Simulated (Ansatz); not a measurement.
Basis sets compared for closo-2-SB4 (no H on S) (B₄H₄S). The state is a singlet with charge 0. Geometry r2SCAN-D4/def2-SVP. Ansatz on 2 threads of Intel Xeon Platinum 8375C on a shared host; times are rough, and most runs start from earlier orbitals.

```xyz
9

B    -0.3795    0.6084    0.6237
B     0.8388   -0.4087    0.9910
B    -0.6796    0.4779   -1.0783
B    -0.2328   -0.8750   -0.2889
S     1.1934    0.5198   -0.6531
H    -0.8997    1.5451    1.1577
H     1.6429   -0.9116    1.7122
H    -1.2278    1.0925   -1.9391
H    -0.2557   -2.0484   -0.5251
```

Another isomer (singlet) lies 1.11 eV lower at PBE0-D4/def2-TZVP; other spin states weren't run for this one.

Binding counts from free atoms (B doublet, S triplet, H doublet) in the same basis, without a counterpoise term.

```csv
level,functions,energy (Eh),HOMO (eV),LUMO (eV),binding per atom (eV),wall time
PBE-D4/def2-SVP,94,-499.4427,-6.10,-2.99,4.00,1.2 s
PBE0-D4/def2-SVP,94,-499.4981,-7.11,-2.20,3.94,1.1 s
```

Task: Estimate the rows for PBE-D4/def2-TZVP (with forces), PBE0-D4/def2-TZVP.

Result: 
```json
{"level": "PBE-D4/def2-TZVP (with forces)", "functions": "185", "energy (Eh)": "-499.6888", "HOMO (eV)": "-6.13", "LUMO (eV)": "-3.12", "binding per atom (eV)": "3.97", "wall time": "2.9 s"}
{"level": "PBE0-D4/def2-TZVP", "functions": "185", "energy (Eh)": "-499.7407", "HOMO (eV)": "-7.10", "LUMO (eV)": "-2.31", "binding per atom (eV)": "3.90", "wall time": "2.8 s"}
```
